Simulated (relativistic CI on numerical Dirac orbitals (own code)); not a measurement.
## From line strength to rate: Pd I 3242.70 Å (air)

Problem. For 4d9 5s 3D_3 – 4d9 5p 3D°_3 of Pd I a semi-empirical relativistic CI calculation gives the line strength S = 14.84 e²a₀² in the length gauge. The measured levels are 6564.15 and 37393.76 cm⁻¹ (NIST Handbook). Find gf, f, A and the partial lifetime.

Working.
1. σ = 37393.76 − 6564.15 = 30829.61 cm⁻¹, so the vacuum wavelength is 10⁸/σ = 3243.63 Å.
2. gf = 303.756 S/λ(Å) = 1.39, log gf = 0.143; with g = 7 for the lower level, f = 0.199.
3. A = 2.02613 × 10¹⁸ S/(g_u λ³) with g_u = 7: A = 1.26 × 10^8 s⁻¹.
4. The partial lifetime for this S is 1/A = 7.95 ns; in the calculation this line carries 75 % of the decay of the upper level.

Check. The Handbook lists A = 7.70 × 10^7 s⁻¹, a tabulated value with its own uncertainty (a few per cent for the best lines, 25 % or more for others); ours lies 63 % above it. The velocity form of the same calculation gives S = 12.3, and the gap between the two forms is a rough gauge of the error in S. A miss this large is common for lines of near-neutral atoms, where core polarisation and correlation outside the CI space change S. With the computed energy (25887 cm⁻¹) in place of the measured one the rate would change by the factor (σ_calc/σ)³ = 0.59.
